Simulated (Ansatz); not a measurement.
Computed with Ansatz on PBE0-D4/def2-TZVP structures; ΔE is electronic, products minus reactants. CCSD(T)/CBS is the MP2 limit (def2-TZVPP, def2-QZVPP) plus CCSD(T) − MP2 in def2-TZVPP, frozen cores. This one scheme is used for every species. Functionals use def2-TZVPP. Each species was taken in one conformer, which may not be the lowest.

Reaction (formal exchange of groups at a B–O bond): `BCB(O)F` + BH₃ → `BCB(B)F` + H₂O

Is it downhill or uphill in electronic energy at CCSD(T)/CBS, and by how much? (Best estimate.)

Ansatz gave: Uphill: ΔE = +158.2 kJ/mol.

What do these levels give: B97M-V, PBE0, HF/def2-SVP, HF/def2-TZVPP, MP2/def2-TZVPP, MP2/CBS(def2)? (Best estimate.)

Ansatz gave: B97M-V 160.0, PBE0 155.0, HF/def2-SVP 192.2, HF/def2-TZVPP 178.6, MP2/def2-TZVPP 168.1, MP2/CBS(def2) 162.5 kJ/mol.

What do rigid-rotor, harmonic-oscillator terms from PBE0-D4/def2-TZVP frequencies (298.15 K, 1 bar) make of the CCSD(T)/CBS value? (An estimate is asked.)

The calculation gave: ΔZPE = -1.7 kJ/mol, ΔH = +159.0 kJ/mol, ΔS = 14 J/(mol·K), ΔG = +154.8 kJ/mol. Modes under 50 cm⁻¹ make the entropy rough.

Largest T1 diagnostic among the species: 0.013.

Leaving LDA and LC-ωPBE aside and taking each functional with its dispersion term where it has one, the values, not all of them listed here, spread over 21.3 kJ/mol, from revPBE-D4 to BHLYP-D4. LDA lies +7.7 kJ/mol from PBE without D4. From PBE to PBE0 (25 % exact exchange), in def2-TZVPP and without D4, ΔE moves by +6.2 kJ/mol.
